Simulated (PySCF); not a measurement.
SMILES [GeH3][CH2]c1ccccc1 at its GFN2-xTB optimised geometry (Å):

```
18

Ge    -1.7254    -2.5484     1.8877
C     -1.4731    -1.9318     0.0225
C     -0.7147    -0.6464     0.0000
C     -1.3807     0.5731     0.0164
C     -0.6759     1.7631     0.0162
C      0.7084     1.7515     0.0055
C      1.3823     0.5419     0.0000
C      0.6753    -0.6464     0.0000
H     -2.4661    -3.8507     1.9370
H     -0.4102    -2.7427     2.5696
H     -2.5005    -1.5496     2.6840
H     -2.4521    -1.8076    -0.4429
H     -0.9343    -2.7030    -0.5304
H     -2.4626     0.5853     0.0240
H     -1.2088     2.7030     0.0248
H      1.2595     2.6802     0.0046
H      2.4626     0.5246    -0.0039
H      1.2031    -1.5911    -0.0051
```

Level of theory: PBE0/def2-SVP (PySCF). Cells within 0.4 Å of a nucleus heavier than hydrogen are left out (blank, or x).

Map of the electron localisation function on the plane z = 0.0 Å:

```
|0000000000000000000000000|
|0000000000000000000000000|
|0000000023100002100000000|
|0000000699700069960000000|
|0000003999930199994000000|
|0000003999950499994000000|
|0000000799964599981000000|
|0000000068x283x8710000000|
|0000121035xx9xx5300100000|
|0003999659847489558982000|
|00079999xx74037x299997000|
|00079999xx52025xx99998000|
|0001799758954598589995000|
|0000000047xx9xx7414640000|
|0000000036xx9xx6400000000|
|0000488669856699940000000|
|00018998xx730699991000000|
|00006998xx630299993000000|
|0000156558970059981000000|
|0000001258982002410000000|
|0000000015761000000000000|
|0000000000210000000000000|
|0000000000000000000000000|
|0000000000000000000000000|
|0000000000000000000000000|
```
Scale: ten equal steps from 0.000 (start of '0') to 1.000 (end of '9'), in the order '0123456789'; x runs from -5.00 to 5.00, y from -5.00 (bottom) to 5.00 (top).
